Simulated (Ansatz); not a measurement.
Reactions of C₂HBrCl₂ (`ClC(Cl)=CBr`).

Program: Ansatz. Geometries: PBE0-D4/def2-TZVP. ΔE: electronic, gas phase. CCSD(T)/CBS is the MP2 limit (def2-TZVPP, def2-QZVPP) plus CCSD(T) − MP2 in def2-TZVPP, frozen cores. This one scheme is used for every species, atoms too. Functionals use def2-TZVPP. B3LYP here is the variant with VWN-RPA as its local correlation; programs differ in this. Open shells (•) are unrestricted, without spin–orbit coupling. Spin–orbit coupling would lower the free atoms: a little for C, Cl; clearly for Br. def2 core potentials past Kr. Bonds to Br, I are less sure, by a few kJ/mol each and by 10 to 20 or more in all where they break to atoms, as the def2 sets lack core-valence functions. Scalar relativity is left out up to krypton.

| reaction | B3LYP-D4 (kcal/mol) | MP2/CBS(def2) (kcal/mol) | CCSD(T)/CBS(def2) (kcal/mol) |
| --- | --- | --- | --- |
| `ClC(Cl)=CBr` → Br• + 2 C• + 2 Cl• + H• | 480.0 | 509.8 | 485.0 |
| `ClC(Cl)=CBr` → `Cl/C=C(/Cl)Br` | 0.4 | 0.3 | 0.4 |
| `ClC(Cl)=CBr` + HI → `ClC(Cl)=CI` + HBr | -2.5 | -4.6 | -3.7 |
| `ClC(Cl)=CBr` + H–F → `FC=C(Cl)Cl` + HBr | 5.8 | 13.5 | 9.3 |

Largest T1 diagnostic: 0.011, for `FC=C(Cl)Cl`.
